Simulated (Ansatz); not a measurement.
The same path of GeH4O2 (7 atoms, charge 0, multiplicity 1) was run twice with different band settings. Lost on the way: O3–H4. Made: O2–H4.

Theory: Ansatz 0.2.0, RKS BLYP/def2-SVP.

Relaxed end points:

```xyz
7
Properties=species:S:1:pos:R:3
Ge -0.107 -0.128 0.477
O -0.279 1.539 -0.203
O 0.500 -1.276 -0.780
H 1.393 -1.022 -1.088
H 0.906 0.083 1.634
H -1.468 -0.754 0.879
H -0.944 1.559 -0.919
```

```xyz
7
Properties=species:S:1:pos:R:3
Ge -0.006 -0.654 0.722
O 0.178 1.124 -0.700
O 0.646 -1.595 -0.508
H 0.586 0.422 -1.277
H 0.829 -0.076 1.910
H -1.549 -0.535 0.982
H -0.684 1.315 -1.129
```

Common settings: movable images 7; spring 5.0 eV/Å²; start path through a guess of the saddle point; force threshold 0.05 eV/Å; iteration limit 60; end points relaxed.

| run | climbing image | optimiser |
| --- | --- | --- |
| 1 | yes | quadratic models (default) |
| 2 | from the first iteration | lbfgs |

Problem. What does each run give, and how far can it be trusted?

Solution. Run 1: converged after 12 iterations, highest image 1.738 eV above the first end. A vibrational analysis at the climbing image gives one clearly imaginary mode, 743i cm⁻¹: a first-order saddle point.
Run 2: converged after 46 iterations, highest image 1.740 eV above the first end. Another band between the same ends (7 images) ends at a top of the same energy, where a vibrational analysis finds 1 clearly imaginary mode.
The orbitals stay closed-shell, which can raise the energy where a bond breaks towards radicals; this wasn't checked here.
